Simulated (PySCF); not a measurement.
# I: excitation energy

I [Kr] 4d10 5s2 5p5 (2P) → I [Kr] 4d10 5s1 5p6 (2S), as a difference of total energies. All numbers are calculated (PySCF 2.14, a scalar-relativistic core potential, in aug-cc-pVDZ-PP with ECP28MDF). Correlated levels: valence: 4s2 4p6 4d10 frozen. The calculations carry no spin-orbit coupling.

```tsv
method	excitation energy (eV)
UHF	12.663
LDA	10.464
PBE	10.428
PBE0	11.006
r2SCAN	10.823
B3LYP	10.896
M06	10.771
revPBE	10.422
TPSSh	10.741
MP2 (valence)	10.855
SCS-MP2 (valence)	10.622
```

Task: How much does correlation contribute at MP2 (valence)?

Result: 10.855 − (12.663) = -1.808 eV, measured against UHF.

The upper state lies above the first ionisation limit, where it may autoionise and the basis confines it.
